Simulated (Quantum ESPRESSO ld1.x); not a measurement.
Q: Te XXXII, configuration [Ar] 3d3. Method: non-relativistic Kohn-Sham, LDA (Slater exchange, VWN5 correlation), spin-polarised, spherical densities, point nucleus; open shells are filled with parallel spins first; relativity is left out, which matters for an element this heavy; computed with ld1.x of Quantum ESPRESSO 7.5. Some entries of the table are withheld. Estimate them.

orbital,occ.,eigenvalue (Ry),<r> (bohr)
1s up,1,-2339.1037,0.02926
1s down,1,-2339.0808,0.02926
2s up,1,-439.3590,0.1252
2s down,1,-438.5439,0.1251
2p up,3,-419.6975,(1)
2p down,3,-419.0880,(2)
3s up,1,-156.1218,0.3123
3s down,1,-155.3336,0.3130
3p up,3,-148.5084,0.2992
3p down,3,-147.6688,0.3000
3d up,3,-135.6907,0.2635
3d down,0,-134.6451,0.2644

A: 
(1) 2p up <r> (bohr): 0.1066
(2) 2p down <r> (bohr): 0.1065
